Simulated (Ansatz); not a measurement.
H3IOSiZn (SMILES [SiH3][O][Zn][I]), singlet, at a GFN2-xTB geometry (such geometries of metal compounds can be far from the true shape) (all electrons, no relativity); CASSCF(6,5)/STO-3G (Ansatz, an electronic-structure program).

Here is a job for Ansatz.
Ansatz 0.2 input:
```yaml
crystal:
  periodic: [false, false, false]
  atoms:
    - {symbol: Zn, position_ang: [0.16248830, -0.10192148, -0.52494913]}
    - {symbol: I, position_ang: [-0.97152085, 0.64925054, 1.45392084]}
    - {symbol: O, position_ang: [1.28980770, -0.87126928, -1.53661009]}
    - {symbol: Si, position_ang: [2.09752425, -1.40916931, -2.82497742]}
    - {symbol: H, position_ang: [1.17422290, -2.21770202, -3.62833996]}
    - {symbol: H, position_ang: [3.19372005, -2.19399283, -2.25681946]}
    - {symbol: H, position_ang: [2.56421195, -0.24241442, -3.58160647]}
basis:
  gaussian:
    orbitals: STO-3G
hamiltonian:
  xc: hf
magnetization: {spin_polarized: false}
correlation: {active_space: {window: {electrons: 6, orbitals: 5}}}
```

The log (banner, timings and long lists left out):

```
Functional definition: HF
657 factors; integrals over basis functions are off by at most 1.9e-4 eV
mean field evaluation 1: about -243231.6733 eV, gradient 3.5e2 eV
mean field evaluation 2: about -243231.9482 eV, gradient 3.5e2 eV
mean field evaluation 4: about -242743.2656 eV, gradient 3.0e2 eV
mean field evaluation 8: about -243656.5722 eV, gradient 1.3e2 eV
mean field evaluation 16: about -244063.0050 eV, gradient 5.1e0 eV
mean field evaluation 32: about -244042.2133 eV, gradient 4.2e1 eV
mean field evaluation 64: about -243907.4566 eV, gradient 2.2e2 eV
mean field evaluation 96: about -244055.2488 eV, gradient 2.6e1 eV
mean field evaluation 128: about -244062.4212 eV, gradient 4.0e0 eV
mean field -244066.25876498 eV, -8969.2695755610 hartree, gradient 2.3e-6 eV, S^2 0.000000; 4 other end points of the search recorded, 0 dependent functions left out
reference -244066.25876498 eV, -8969.2695755610 hartree; 54, 54 occupied and 8, 8 virtual orbitals, 657 factors
state -244069.44903731 eV, -8969.3868159066 hartree
the orbitals are reached from a further start. From the first start the search ends at -244068.37514191 eV, -8969.3473509785 hartree
Total energy: -244069.44903731 eV, -8969.3868159066 hartree
```
